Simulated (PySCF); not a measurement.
The dipole of SiEt2Cl2, `CC[Si](Cl)(Cl)CC` from its density and from atomic charges.

Coordinates (PBE0-D3(BJ)/def2-SVP, Å) and charges (e) from the PBE0/pcSseg-1 density (PySCF):

```json
{"atom": "Si1", "x": "-0.275", "y": "0.017", "z": "-0.244", "Mulliken": "+0.9667", "IAO": "+1.0861", "Hirshfeld": "+0.3998", "ESP-fitted": "+0.2605"}
{"atom": "C2", "x": "-0.589", "y": "0.011", "z": "1.594", "Mulliken": "-0.5684", "IAO": "-0.5516", "Hirshfeld": "-0.1581", "ESP-fitted": "-0.1103"}
{"atom": "C3", "x": "-2.062", "y": "0.010", "z": "1.992", "Mulliken": "-0.2922", "IAO": "-0.4039", "Hirshfeld": "-0.1154", "ESP-fitted": "-0.1959"}
{"atom": "H4", "x": "-0.070", "y": "0.895", "z": "2.006", "Mulliken": "+0.1578", "IAO": "+0.1538", "Hirshfeld": "+0.0450", "ESP-fitted": "+0.0734"}
{"atom": "H5", "x": "-0.067", "y": "-0.871", "z": "2.006", "Mulliken": "+0.1567", "IAO": "+0.1533", "Hirshfeld": "+0.0452", "ESP-fitted": "+0.0688"}
{"atom": "H6", "x": "-2.184", "y": "0.016", "z": "3.086", "Mulliken": "+0.1263", "IAO": "+0.1435", "Hirshfeld": "+0.0433", "ESP-fitted": "+0.0662"}
{"atom": "H7", "x": "-2.581", "y": "0.894", "z": "1.590", "Mulliken": "+0.1314", "IAO": "+0.1439", "Hirshfeld": "+0.0353", "ESP-fitted": "+0.0676"}
{"atom": "H8", "x": "-2.577", "y": "-0.880", "z": "1.600", "Mulliken": "+0.1315", "IAO": "+0.1441", "Hirshfeld": "+0.0349", "ESP-fitted": "+0.0677"}
{"atom": "C9", "x": "1.523", "y": "-0.032", "z": "-0.738", "Mulliken": "-0.5682", "IAO": "-0.5517", "Hirshfeld": "-0.1584", "ESP-fitted": "-0.1253"}
{"atom": "C10", "x": "1.768", "y": "-0.015", "z": "-2.243", "Mulliken": "-0.2925", "IAO": "-0.4041", "Hirshfeld": "-0.1156", "ESP-fitted": "-0.2045"}
{"atom": "H11", "x": "1.953", "y": "-0.939", "z": "-0.277", "Mulliken": "+0.1572", "IAO": "+0.1534", "Hirshfeld": "+0.0450", "ESP-fitted": "+0.0789"}
{"atom": "H12", "x": "2.015", "y": "0.826", "z": "-0.246", "Mulliken": "+0.1569", "IAO": "+0.1532", "Hirshfeld": "+0.0450", "ESP-fitted": "+0.0761"}
{"atom": "H13", "x": "2.843", "y": "-0.055", "z": "-2.477", "Mulliken": "+0.1263", "IAO": "+0.1434", "Hirshfeld": "+0.0432", "ESP-fitted": "+0.0681"}
{"atom": "H14", "x": "1.286", "y": "-0.875", "z": "-2.732", "Mulliken": "+0.1316", "IAO": "+0.1439", "Hirshfeld": "+0.0347", "ESP-fitted": "+0.0706"}
{"atom": "H15", "x": "1.357", "y": "0.897", "z": "-2.701", "Mulliken": "+0.1315", "IAO": "+0.1440", "Hirshfeld": "+0.0349", "ESP-fitted": "+0.0712"}
{"atom": "Cl16", "x": "-1.142", "y": "1.719", "z": "-1.060", "Mulliken": "-0.3264", "IAO": "-0.3258", "Hirshfeld": "-0.1301", "ESP-fitted": "-0.1668"}
{"atom": "Cl17", "x": "-1.229", "y": "-1.619", "z": "-1.094", "Mulliken": "-0.3263", "IAO": "-0.3255", "Hirshfeld": "-0.1291", "ESP-fitted": "-0.1661"}
```

Problem. Form Σ q r in debye for every column and set it beside the full dipole.

Solution. The full density gives (2.02, -0.08, 1.86) D, 2.74 D in size; dipole vectors point from the negative to the positive end.

| scheme | μx | μy | μz | size (D) | share of the full size (%) | angle to the full dipole (°) |
| --- | --- | --- | --- | --- | --- | --- |
| Mulliken | 2.01 | -0.08 | 1.85 | 2.73 | 99 | 0 |
| IAO | 1.90 | -0.07 | 1.76 | 2.59 | 95 | 0 |
| Hirshfeld | 0.93 | -0.04 | 0.88 | 1.28 | 47 | 1 |
| ESP-fitted | 2.04 | -0.07 | 1.88 | 2.77 | 101 | 0 |

Problem. Which set comes closest?

Solution. Length of the difference vector: Mulliken 0.02 D, ESP-fitted 0.03 D, IAO 0.15 D, Hirshfeld 1.46 D. Closest: Mulliken and ESP-fitted. ESP charges are fitted to the potential around the molecule, whose slowest-falling term is the dipole's. 

Problem. What is left for the Hirshfeld atoms' own dipoles?

Solution. The shares of the density sum to the whole, so what Σ q r misses lies in dipoles about the nuclei. The atomic dipoles sum to (2.02, -0.08, 1.86) − (0.93, -0.04, 0.88) = (1.09, -0.04, 0.98) D, 1.46 D in size.

Problem. With the origin at the mean of the coordinates, (-0.002, 0.000, 0.004) Å, which are the largest single terms, by size, of the Mulliken dipole along the direction of the full one?

Solution. Cl16 +2.52, Cl17 +2.51, C2 -1.76, Si1 -1.71, C9 -1.70 D; all 17 atoms together +2.73 D. The single terms depend on the origin, their sum doesn't.

Problem. Give the size of the full dipole in other units.

Solution. 2.74 D = 1.080 au = 0.571 e·Å = 9.15 × 10⁻³⁰ C·m.

Isolated species at its PBE0-D3(BJ)/def2-SVP geometry (one conformer only).

These values come from a run that also computed NMR shieldings. Hardware: Arm Neoverse N1, one thread (shared host). Cost: 67 s of wall time (with the writing of density and orbital grids), 1.1 GiB resident at most.
